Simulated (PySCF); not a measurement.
GeHF + Cl₂ → GeCl₂ + HF

Level: PBE0 in the def2-TZVP basis family, all electrons, no relativity, computed in PySCF with density fitting; open shells unrestricted.

```
species                                    state and structure  ZPE (kJ/mol)  H(298 K) − H(0) (kJ/mol)  S° (J/(mol K))
   GeHF  singlet, Cs, Ge–F 1.757 Å, Ge–H 1.610 Å; F–Ge–H 94.2°          19.8                      10.5           252.6
    Cl₂                            singlet, D∞h, Cl–Cl 1.982 Å           3.5                       9.1           222.5
  GeCl₂      singlet, C2v, Ge–Cl 2.182 Å (×2); Cl–Ge–Cl 100.1°           5.7                      13.2           295.3
     HF                              singlet, C∞v, H–F 0.920 Å          24.9                       8.7           173.6
```

Q: Is the gas-phase reaction uphill or downhill in electronic energy at this level, and by how much?

A: At PBE0/def2-TZVP, ΔE = -328.2 kJ/mol, downhill. Chlorination of this kind underlies dry etching.

Q: Add zero-point, thermal and entropy terms for 298.15 K and 1 bar.

A: ΔZPE = 7.3 and Δ[H(298) − H(0)] = 2.3 kJ/mol give ΔH° = -318.6 kJ/mol. ΔS° = -6.2 J/(mol K), so ΔG° = -318.6 − 298.15 × (-0.0062) = -317 kJ/mol.

Only the bonding shown was studied: isomers, or loss of a ligand pair, can lie lower.
